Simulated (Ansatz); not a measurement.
Cost and result for the atomization energy of `[SiH3][CH](Cl)[InH2]` (10 atoms, 9 bonds).

```tsv
atom	x (Å)	y (Å)	z (Å)
Si1	-1.5177	0.4031	-0.2181
C2	0.3259	0.4218	-0.4803
Cl3	1.0792	1.7660	0.4994
In4	1.5469	-1.1188	0.4732
H5	-2.1641	1.6832	-0.6159
H6	-2.0746	-0.7034	-1.0467
H7	-1.8129	0.1369	1.2130
H8	0.6130	0.6061	-1.5150
H9	0.9282	-1.7715	1.9338
H10	3.0761	-1.4233	-0.2434
```

Total charge 0; spin multiplicity 1. Correlated methods include outer-core shells of In, which these sets cover unevenly. In: def2 effective core potential. The geometry is a stationary point of PBE0-D4/def2-TZVP. Program: Ansatz. All runs use 4 threads of an Arm Neoverse V2 on a shared host. Times are those of one run each, without the atoms' runs, and a repeat can differ threefold. Electronic energies, without spin–orbit coupling; frozen cores. CCSD(T)/CBS adds CCSD(T) − MP2 in def2-TZVPP to the MP2 limit, and its time is that of the two runs behind it. T1 = 0.013. With those shells the extrapolation isn't a true limit. B3LYP takes the VWN-RPA correlation (the form of Gaussian; ORCA's B3LYP/G). HSE06 is the plane-wave form, built on full-range PBE exchange.

CCSD(T)/CBS is a level of theory with its own doubt, some kJ/mol a heavy atom from the limit and from the frozen cores, so smaller differences don't rank the functionals.

```json
{"level": "BLYP-D4/def2-TZVPP", "functions": "249", "wall time": "2.5 s", "atomization (kJ/mol)": "2719.1", "difference from CCSD(T)/CBS": "-69.4", "per bond": "-7.7"}
{"level": "PBE-D4/def2-TZVPP (with forces)", "functions": "249", "wall time": "2.6 s", "atomization (kJ/mol)": "2769.3", "difference from CCSD(T)/CBS": "-19.2", "per bond": "-2.1"}
{"level": "HSE06-D4/def2-TZVPP", "functions": "249", "wall time": "3.9 s", "atomization (kJ/mol)": "2754.7", "difference from CCSD(T)/CBS": "-33.8", "per bond": "-3.8"}
{"level": "BHLYP-D4/def2-TZVPP", "functions": "249", "wall time": "3.9 s", "atomization (kJ/mol)": "2712.2", "difference from CCSD(T)/CBS": "-76.3", "per bond": "-8.5"}
{"level": "CCSD(T)/def2-SVP", "functions": "106", "wall time": "5.5 s", "atomization (kJ/mol)": "2594.5", "difference from CCSD(T)/CBS": "-194.0", "per bond": "-21.6"}
{"level": "r2SCAN-D4/def2-TZVPP (with forces)", "functions": "249", "wall time": "6 s", "atomization (kJ/mol)": "2778.2", "difference from CCSD(T)/CBS": "-10.3", "per bond": "-1.1"}
{"level": "B3LYP-D4/def2-TZVPP (with forces)", "functions": "249", "wall time": "6 s", "atomization (kJ/mol)": "2749.9", "difference from CCSD(T)/CBS": "-38.6", "per bond": "-4.3"}
{"level": "B2PLYP/def2-TZVPP", "functions": "249", "wall time": "6.5 s", "atomization (kJ/mol)": "2715.5", "difference from CCSD(T)/CBS": "-73.0", "per bond": "-8.1"}
{"level": "ωB97X-V/def2-TZVPP", "functions": "249", "wall time": "9.5 s", "atomization (kJ/mol)": "2800.5", "difference from CCSD(T)/CBS": "12.0", "per bond": "1.3"}
{"level": "B97M-V/def2-TZVPP", "functions": "249", "wall time": "10 s", "atomization (kJ/mol)": "2799.3", "difference from CCSD(T)/CBS": "10.8", "per bond": "1.2"}
{"level": "MP2/def2-QZVPP", "functions": "459", "wall time": "21 s", "atomization (kJ/mol)": "2752.2", "difference from CCSD(T)/CBS": "-36.3", "per bond": "-4.0"}
{"level": "CCSD(T)/def2-TZVPP", "functions": "249", "wall time": "2.9 min", "atomization (kJ/mol)": "2714.2", "difference from CCSD(T)/CBS": "-74.3", "per bond": "-8.3"}
{"level": "CCSD(T)/CBS(def2)", "functions": "–", "wall time": "3.3 min", "atomization (kJ/mol)": "2788.5", "difference from CCSD(T)/CBS": "0.0", "per bond": "0.0"}
```

The D4 term adds +42.0 kJ/mol with B3LYP and +22.0 kJ/mol with PBE0; it sums over pairs of atoms, weighted by their polarisabilities, and B3LYP, whose exchange is more repulsive, gets the larger term. From BLYP to BHLYP (50 % exact exchange), in def2-TZVPP and without D4, the atomization energy moves by +11.0 kJ/mol. Leaving LDA and LC-ωPBE aside and taking each functional with its dispersion term where it has one, the values spread over 88.3 kJ/mol, from BHLYP-D4 to ωB97X-V. LDA lies +390.1 kJ/mol from PBE without D4, its usual overbinding.

Spin–orbit coupling would lower the free In atoms strongly, and the atomization energy with them, by more than many differences here.
